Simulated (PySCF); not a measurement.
PySCF job for Mg(Br)(OMe) (CH₃BrMgO), SMILES C[O][Mg][Br], PBE/pcSseg-1. The structure is a stationary point at PBE-D3(BJ)/def2-SVP. The structure was generated by enumeration; whether it is a known compound was not checked. Other conformers were not sampled.

```python
import numpy as np
from pyscf import gto, scf, dft
from pyscf.prop.nmr import rks as nmr

mol = gto.M(
    atom='''
    Mg    0.00000000   -0.00000000   -0.60225997
    Br   -0.00000000    0.00000000    1.75296680
    O    -0.00000000   -0.00000000   -2.37669227
    C     0.00000000    0.00000000   -3.76137069
    H    -0.89651421    0.51760272   -4.18165196
    H     0.89651421    0.51760272   -4.18165196
    H    -0.00000001   -1.03520543   -4.18165196
    ''',
    basis='pcSseg-1',
    charge=0,
    spin=0,
    max_memory=1600,
    verbose=3,
)
mf = dft.RKS(mol, xc='pbe')
mf.grids.level = 3
mf.conv_tol = 1e-10
mf.max_cycle = 100
mf.kernel()
n = nmr.NMR(mf)
n.verbose = 2
n.max_cycle_cphf = 60
sigma = n.kernel()
print('atom   isotropic/ppm   span/ppm')
for i, s in enumerate(sigma):
    w = np.linalg.eigvalsh((s + s.T) / 2)
    print(f'{mol.atom_symbol(i):2s}{i + 1:3d} {w.mean():14.3f} {w[2] - w[0]:11.3f}')
```

It prints:

```
converged SCF energy = -2888.53012707759
atom   isotropic/ppm   span/ppm
Mg  1        517.358     289.003
Br  2       3071.833      82.818
O   3        359.455       2.268
C   4        118.895      89.559
H   5         26.729      11.129
H   6         26.729      11.129
H   7         26.729      11.129
```

The calculation finished and met its thresholds.

Cost: roughly 12 core-seconds.
